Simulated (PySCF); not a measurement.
F₂Sn, triplet, at a GFN2-xTB geometry (such geometries of metal compounds can be far from the true shape) (the spin is typed, not shown lowest) (all electrons, no relativity), with bond 2-1 at 2.4 times its length; CASSCF(4,4)/STO-3G (PySCF).

The PySCF input:
```python
from pyscf import gto, scf, mcscf
import numpy

mol = gto.Mole()
mol.atom = '''
    Sn    0.030382   -0.018375    0.269998
    F     2.130558    4.368779   -2.158078
    F    -1.074247   -1.707523   -0.758288
'''
mol.basis = 'sto-3g'
mol.charge = 0
mol.spin = 2
mol.verbose = 4
mol.build()

mf = scf.ROHF(mol)
mf.kernel()
mc = mcscf.CASSCF(mf, 4, 4)
mc.fix_spin_(ss=2.0)
mc.kernel()
occ = numpy.linalg.eigvalsh(mc.fcisolver.make_rdm1(mc.ci, mc.ncas, mc.nelecas))[::-1]
ss = mc.fcisolver.spin_square(mc.ci, mc.ncas, mc.nelecas)[0]
print('natural occupations', occ.round(4), ' <S^2>', round(ss, 4))
```

It wrote (shortened):

```
PySCF version 2.14.0

[INPUT] verbose = 4
[INPUT] num. atoms = 3
[INPUT] num. electrons = 68
[INPUT] charge = 0
[INPUT] spin (= nelec alpha-beta = 2S) = 2
[INPUT] symmetry False subgroup None
[INPUT] Mole.unit = angstrom
[INPUT] Symbol           X                Y                Z      unit          X                Y                Z       unit  Magmom
[INPUT]  1 Sn     0.030382000000  -0.018375000000   0.269998000000 AA    0.057413659117  -0.034723717539   0.510222274180 Bohr   0.0
[INPUT]  2 F      2.130558000000   4.368779000000  -2.158078000000 AA    4.026171112501   8.255795808751  -4.078176375449 Bohr   0.0
[INPUT]  3 F     -1.074247000000  -1.707523000000  -0.758288000000 AA   -2.030032620136  -3.226750821396  -1.432956643544 Bohr   0.0

nuclear repulsion = 155.046157624235
number of shells = 17
number of NR pGTOs = 111
number of NR cGTOs = 37
basis = sto-3g
ecp = {}

******** <class 'pyscf.scf.rohf.ROHF'> ********
method = ROHF
initial guess = minao
damping factor = 0
level_shift factor = 0
DIIS = <class 'pyscf.scf.diis.CDIIS'>
diis_start_cycle = 1
diis_space = 8
diis_damp = 0
SCF conv_tol = 1e-09
SCF conv_tol_grad = None
SCF max_cycles = 50
direct_scf = True
direct_scf_tol = 1e-13
num. doubly occ = 33  num. singly occ = 2
Set gradient conv threshold to 3.16228e-05
init E= -6141.24577356508

WARN: HOMO -0.357166688500457 >= LUMO -0.356677478576255

cycle= 1 E= -6159.1221767752  delta_E= -17.9  |g|= 0.335  |ddm|= 1.65
  HOMO = 0.0193305223951658  LUMO = 0.142329801358903  gap/eV = 3.34698
cycle= 2 E= -6158.33612067412  delta_E= 0.786  |g|= 0.904  |ddm|= 1.67

WARN: HOMO 0.250395469568797 >= LUMO -0.0296774494722863

cycle= 3 E= -6158.32499250877  delta_E= 0.0111  |g|= 0.152  |ddm|= 2.34
  HOMO = 0.221961840657176  LUMO = 0.355394122891388  gap/eV = 3.63088
cycle= 4 E= -6158.48122767927  delta_E= -0.156  |g|= 0.703  |ddm|=  2.3
  HOMO = 0.207095663401742  LUMO = 0.338766110819629  gap/eV = 3.58294
cycle= 5 E= -6158.50793680897  delta_E= -0.0267  |g|= 0.668  |ddm|= 0.0499
  HOMO = 0.172230938159564  LUMO = 0.308607731599512  gap/eV = 3.71100
cycle= 6 E= -6158.58502870501  delta_E= -0.0771  |g|= 0.56  |ddm|= 0.149
  HOMO = 0.129356932539703  LUMO = 0.264096692118518  gap/eV = 3.66646
cycle= 7 E= -6158.6512781502  delta_E= -0.0662  |g|= 0.449  |ddm|= 0.16
  HOMO = 0.1006668732599  LUMO = 0.232641293018502  gap/eV = 3.59121
cycle= 8 E= -6158.69714378795  delta_E= -0.0459  |g|= 0.355  |ddm|= 0.137
  HOMO = 0.0927910518505594  LUMO = 0.225256989475995  gap/eV = 3.60458
cycle= 9 E= -6158.70568027227  delta_E= -0.00854  |g|= 0.336  |ddm|= 0.0331

WARN: HOMO 0.173378367240061 >= LUMO -0.0990689128344143

cycle= 10 E= -6158.4904033361  delta_E= 0.215  |g|= 0.187  |ddm|= 2.13
  HOMO = 0.112827041560732  LUMO = 0.198945931096891  gap/eV = 2.34341
cycle= 11 E= -6158.70647372998  delta_E= -0.216  |g|= 0.337  |ddm|= 2.13
  HOMO = 0.152968812630143  LUMO = 0.185811217916406  gap/eV = 0.89369
cycle= 12 E= -6158.72412224864  delta_E= -0.0176  |g|= 0.123  |ddm|= 1.52
  HOMO = 0.143204497340531  LUMO = 0.179065352802517  gap/eV = 0.97582
cycle= 13 E= -6158.72730410907  delta_E= -0.00318  |g|= 0.111  |ddm|= 0.0367
  HOMO = 0.152297657872149  LUMO = 0.183454487263974  gap/eV = 0.84782
cycle= 14 E= -6158.73650808262  delta_E= -0.0092  |g|= 0.08  |ddm|= 0.216

WARN: HOMO 0.116035650305443 >= LUMO -0.131502035774382

cycle= 15 E= -6158.51772246088  delta_E= 0.219  |g|= 0.0828  |ddm|= 2.18
  HOMO = 0.123518551927393  LUMO = 0.165569614101503  gap/eV = 1.14427
cycle= 16 E= -6158.73196470791  delta_E= -0.214  |g|= 0.098  |ddm|= 2.19
  HOMO = 0.118755934402235  LUMO = 0.162230184709029  gap/eV = 1.18299
cycle= 17 E= -6158.73531064067  delta_E= -0.00335  |g|= 0.0866  |ddm|= 0.0587
  HOMO = 0.116332320414831  LUMO = 0.160969380602028  gap/eV = 1.21464
cycle= 18 E= -6158.73580874897  delta_E= -0.000498  |g|= 0.096  |ddm|= 0.072

WARN: HOMO 0.0973299194480529 >= LUMO -0.0710890515992361

cycle= 19 E= -6158.51923045349  delta_E= 0.217  |g|= 0.055  |ddm|= 2.19
  HOMO = 0.0989983301020711  LUMO = 0.148648881270566  gap/eV = 1.35106
cycle= 20 E= -6158.74348978555  delta_E= -0.224  |g|= 0.0883  |ddm|= 2.16
  HOMO = 0.0755591071420366  LUMO = 0.132400387934715  gap/eV = 1.54673
cycle= 21 E= -6158.74407218552  delta_E= -0.000582  |g|= 0.0735  |ddm|= 0.0754
  HOMO = 0.0785023254884936  LUMO = 0.134428863768212  gap/eV = 1.52184
cycle= 22 E= -6158.74411867558  delta_E= -4.65e-05  |g|= 0.0748  |ddm|= 0.00821
  HOMO = 0.0804388294193754  LUMO = 0.135750902649369  gap/eV = 1.50512
cycle= 23 E= -6158.74434302843  delta_E= -0.000224  |g|= 0.0754  |ddm|= 0.0249
  HOMO = 0.078340633121313  LUMO = 0.134283924086878  gap/eV = 1.52229
cycle= 24 E= -6158.7436095816  delta_E= 0.000733  |g|= 0.0727  |ddm|= 0.0291
  HOMO = 0.0929610496029477  LUMO = 0.144485637272562  gap/eV = 1.40206
cycle= 25 E= -6158.74320931048  delta_E= 0.0004  |g|= 0.0783  |ddm|= 0.0358

WARN: HOMO 0.100648547474047 >= LUMO -0.0806668231027325

cycle= 26 E= -6158.51866190656  delta_E= 0.225  |g|= 0.0586  |ddm|= 2.17
  HOMO = 0.0582150019581674  LUMO = 0.120500379958293  gap/eV = 1.69487
cycle= 27 E= -6159.19322092215  delta_E= -0.675  |g|= 0.127  |ddm|= 1.59
  HOMO = 0.0355115321144593  LUMO = 0.114492354805639  gap/eV = 2.14918
cycle= 28 E= -6159.18331100979  delta_E= 0.00991  |g|= 0.167  |ddm|= 0.0941
  HOMO = 0.0476224274807231  LUMO = 0.122198733328718  gap/eV = 2.02932
cycle= 29 E= -6159.18645637491  delta_E= -0.00315  |g|= 0.156  |ddm|= 0.029
  HOMO = 0.060446442717824  LUMO = 0.132554647516184  gap/eV = 1.96216
cycle= 30 E= -6159.18933253604  delta_E= -0.00288  |g|= 0.142  |ddm|= 0.0561
  HOMO = 0.057616563930028  LUMO = 0.132082142173563  gap/eV = 2.02631
cycle= 31 E= -6159.19525251514  delta_E= -0.00592  |g|= 0.116  |ddm|= 0.0593
  HOMO = 0.0556005862653721  LUMO = 0.131876534767802  gap/eV = 2.07557
cycle= 32 E= -6159.19342136937  delta_E= 0.00183  |g|= 0.125  |ddm|= 0.024
  HOMO = 0.0523427230956965  LUMO = 0.134183918871638  gap/eV = 2.22701
cycle= 33 E= -6159.19565486204  delta_E= -0.00223  |g|= 0.115  |ddm|= 0.0241
  HOMO = 0.0693344441706773  LUMO = 0.181513001217921  gap/eV = 3.05253
cycle= 34 E= -6159.20566980068  delta_E= -0.01  |g|= 0.0135  |ddm|= 0.218
  HOMO = 0.0416402233580523  LUMO = 0.169201069289271  gap/eV = 3.47111
cycle= 35 E= -6159.20589430815  delta_E= -0.000225  |g|= 0.00667  |ddm|= 0.0437
  HOMO = 0.0414764535425148  LUMO = 0.168926639869712  gap/eV = 3.46810
cycle= 36 E= -6159.20594329018  delta_E= -4.9e-05  |g|= 0.00403  |ddm|= 0.0208
  HOMO = 0.0418372958856413  LUMO = 0.169221901224074  gap/eV = 3.46631
cycle= 37 E= -6159.20596851001  delta_E= -2.52e-05  |g|= 0.00113  |ddm|= 0.0121
  HOMO = 0.0419702429981478  LUMO = 0.169373707657884  gap/eV = 3.46682
cycle= 38 E= -6159.20597040193  delta_E= -1.89e-06  |g|= 0.000533  |ddm|= 0.00395
  HOMO = 0.0419620948568212  LUMO = 0.169364481190991  gap/eV = 3.46680
cycle= 39 E= -6159.20597079797  delta_E= -3.96e-07  |g|= 0.000227  |ddm|= 0.00162
  HOMO = 0.0419536689102189  LUMO = 0.169356908429806  gap/eV = 3.46682
cycle= 40 E= -6159.20597084951  delta_E= -5.15e-08  |g|= 0.00014  |ddm|= 0.000755
  HOMO = 0.0419544196855494  LUMO = 0.169359413523241  gap/eV = 3.46687
cycle= 41 E= -6159.20597080279  delta_E= 4.67e-08  |g|= 0.000208  |ddm|= 0.00076
  HOMO = 0.0419522238967935  LUMO = 0.169357279984954  gap/eV = 3.46687
cycle= 42 E= -6159.20597087732  delta_E= -7.45e-08  |g|= 4.21e-05  |ddm|= 0.000643
  HOMO = 0.0419540843496828  LUMO = 0.169358990508479  gap/eV = 3.46686
cycle= 43 E= -6159.20597088082  delta_E= -3.51e-09  |g|= 9.48e-06  |ddm|= 0.000153
  HOMO = 0.0419542290968649  LUMO = 0.169359141979982  gap/eV = 3.46686
cycle= 44 E= -6159.20597088089  delta_E= -6.91e-11  |g|= 7.34e-06  |ddm|= 3.75e-05
  HOMO = 0.0419540051197656  LUMO = 0.169358941496953  gap/eV = 3.46686
Extra cycle  E= -6159.20597088076  delta_E= 1.36e-10  |g|= 1.2e-05  |ddm|= 4.33e-05
converged SCF energy = -6159.20597088076

******** <class 'pyscf.mcscf.mc1step.CASSCF'> ********
CAS (3e+1e, 4o), ncore = 32, nvir = 1
max_cycle_macro = 50
max_cycle_micro = 4
conv_tol = 1e-07
conv_tol_grad = None
orbital rotation max_stepsize = 0.02
orbital rotation threshold for CI restart = 0.01
augmented hessian ah_max_cycle = 30
augmented hessian ah_conv_tol = 1e-12
augmented hessian ah_linear dependence = 1e-14
augmented hessian ah_level shift = 1e-08
augmented hessian ah_start_tol = 2.5
augmented hessian ah_start_cycle = 3
augmented hessian ah_grad_trust_region = 3
kf_trust_region = 3
kf_interval = 4
ci_response_space = 4
ci_grad_trust_region = 3
with_dep4 0
natorb = False
canonicalization = True
sorting_mo_energy = False
ao2mo_level = 2
internal_rotation = False
******** <class 'pyscf.fci.addons.SpinPenaltyFCISolver'> ********
max. cycles = 50
conv_tol = 1e-08
davidson only = True
linear dependence = 1e-12
level shift = 0.001
max iter space = 12
nroots = 1
pspace_size = 400
spin = None
CASCI E = -6159.20832106059  S^2 = 2.0000000
Set conv_tol_grad to 0.000316228
macro iter   1 ( 21 JK    4 micro), CASSCF E = -6159.21090384824  dE = -2.58278765e-03  S^2 = 2.0000000
               |grad[o]|=0.0064  |grad[c]|=0.00892  |ddm|=0.00904  |maxRot[o]|=0.159
macro iter   2 ( 12 JK    3 micro), CASSCF E = -6159.21387687848  dE = -2.97303024e-03  S^2 = 2.0000000
               |grad[o]|=0.00969  |grad[c]|=0.00102  |ddm|=0.0228  |maxRot[o]|=0.149
macro iter   3 ( 12 JK    3 micro), CASSCF E = -6159.21651234507  dE = -2.63546659e-03  S^2 = 2.0000000
               |grad[o]|=0.0101  |grad[c]|=0.00352  |ddm|=0.0139  |maxRot[o]|=0.149
macro iter   4 ( 19 JK    4 micro), CASSCF E = -6159.21798118936  dE = -1.46884429e-03  S^2 = 2.0000000
               |grad[o]|=0.00782  |grad[c]|=0.000946  |ddm|=0.00213  |maxRot[o]|= 0.12
macro iter   5 ( 11 JK    4 micro), CASSCF E = -6159.21863473982  dE = -6.53550460e-04  S^2 = 2.0000000
               |grad[o]|=0.00593  |grad[c]|=0.00317  |ddm|=0.00171  |maxRot[o]|=0.0843
macro iter   6 (  9 JK    2 micro), CASSCF E = -6159.21885595279  dE = -2.21212968e-04  S^2 = 2.0000000
               |grad[o]|=0.004  |grad[c]|=0.00131  |ddm|=0.00124  |maxRot[o]|=0.0458
macro iter   7 ( 17 JK    4 micro), CASSCF E = -6159.21900863244  dE = -1.52679652e-04  S^2 = 2.0000000
               |grad[o]|=0.00294  |grad[c]|=0.00139  |ddm|=0.00253  |maxRot[o]|=0.0593
macro iter   8 ( 10 JK    2 micro), CASSCF E = -6159.21902713814  dE = -1.85056979e-05  S^2 = 2.0000000
               |grad[o]|=0.00109  |grad[c]|=0.000281  |ddm|=0.00121  |maxRot[o]|=0.0569
macro iter   9 (  5 JK    1 micro), CASSCF E = -6159.21902699180  dE =  1.46335879e-07  S^2 = 2.0000000
               |grad[o]|=6.8e-05  |grad[c]|=2.25e-05  |ddm|=4.67e-05  |maxRot[o]|= 0.06
macro iter  10 (  1 JK    1 micro), CASSCF E = -6159.21902699181  dE = -8.18545232e-12  S^2 = 2.0000000
               |grad[o]|=1.97e-05  |grad[c]|=1.52e-06  |ddm|=8.16e-06  |maxRot[o]|=    0
1-step CASSCF converged in  10 macro (117 JK  28 micro) steps
CASSCF canonicalization
Density matrix diagonal elements [1.94808733 1.         0.99999999 0.05191268]
CASSCF energy = -6159.21902699181
CASCI E = -6159.21902699181  E(CI) = -2.66378548037210  S^2 = 2.0000000
natural occupations [1.9481 1.     1.     0.0519]  <S^2> 2.0
```
